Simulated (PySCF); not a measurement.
A GIAO shielding run with PySCF (density fitting, non-relativistic, gas phase) on `FC1=C(OC(F)(F)F)C[SiH2]C1`, C₅H₆F₄OSi:

```
$ OMP_NUM_THREADS=1 python probes_run.py task.json out

{"job": {"kind": "nmr", "xc": "PBE0", "basis": "pcSseg-1"}, "charge": 0, "multiplicity": 1}
F      0.865164     1.032269     1.680710
C      0.006176     0.524151     0.771370
C      0.366738    -0.222528    -0.263138
O      1.653426    -0.642571    -0.643334
C      2.720077    -0.308270     0.057406
F      3.787478    -0.847169    -0.535128
F      2.718891    -0.762701     1.317668
F      2.949632     1.010021     0.120949
C     -0.694565    -0.718012    -1.191394
Si    -2.316300    -0.016366    -0.464522
C     -1.433753     0.852342     0.986893
H     -0.477318    -0.374067    -2.202219
H     -0.660567    -1.806509    -1.228225
H     -3.226667    -1.070821    -0.017133
H     -2.967431     0.928931    -1.371967
H     -1.740020     0.497308     1.971813
H     -1.557958     1.936021     1.000341
```

Hardware: 1 thread of an AMD EPYC 7B13, shared host. The job also computes population analyses, field gradients, ring-centre shieldings.

(1) How large is the calculation?

(2) How long does it take, and how much memory does it need?

## Answers

(1) 94 electrons, 224 basis functions and 1185 auxiliary functions.

(2) 40 s of wall time, with 14 SCF cycles and 4 response iterations; peak memory 1 GiB. Times on a shared host scatter by some tens of per cent.
